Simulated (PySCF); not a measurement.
# PBE on Rh²⁺ (rhodium, charge +2)

Configuration: [Kr] 4d6 5p1, one real determinant (an excited configuration). All numbers are calculated (PySCF 2.14, scalar relativity through the core potential, in aug-cc-pVTZ-PP with ECP28MDF (6s6p5d3f2g, 88 functions)).

```json
{
 "Total energy": "-108.7745 hartree",
 "One-electron energy": "-177.7376 hartree",
 "Hartree (Coulomb) energy": "79.5229 hartree",
 "Exchange-correlation energy": "-10.5598 hartree",
 "⟨S²⟩": "8.7507",
 "⟨L²⟩": "8.013",
 "Sum of ⟨r⟩": "19.94 bohr",
 "Sum of ⟨r²⟩": "34.02 bohr²",
 "Traceless quadrupole moment −½Σ⟨3z² − r²⟩ along its main axis": "-3.64 e·bohr²"
}
```

```json
{"shell": "4s α", "electrons": "1", "mean orbital energy (eV)": "-111.06", "spread (eV)": "0", "rms radius, mean of both spins (bohr)": "1.04"}
{"shell": "4s β", "electrons": "1", "mean orbital energy (eV)": "-107.53", "spread (eV)": "0", "rms radius, mean of both spins (bohr)": "1.04"}
{"shell": "4p α", "electrons": "3", "mean orbital energy (eV)": "-78.454", "spread (eV)": "1.145", "rms radius, mean of both spins (bohr)": "1.15"}
{"shell": "4p β", "electrons": "3", "mean orbital energy (eV)": "-74.843", "spread (eV)": "0.006", "rms radius, mean of both spins (bohr)": "1.15"}
{"shell": "4d α", "electrons": "5", "mean orbital energy (eV)": "-31.639", "spread (eV)": "1.332", "rms radius, mean of both spins (bohr)": "1.51"}
{"shell": "4d β", "electrons": "1", "mean orbital energy (eV)": "-28.818", "spread (eV)": "0", "rms radius, mean of both spins (bohr)": "1.51"}
{"shell": "5p α", "electrons": "1", "mean orbital energy (eV)": "-16.706", "spread (eV)": "0", "rms radius, mean of both spins (bohr)": "3.19"}
```

⟨L²⟩ = 8.01 against 12 for a pure F term, so this real determinant mixes terms. Energies and moments cover only the electrons outside the core potential.
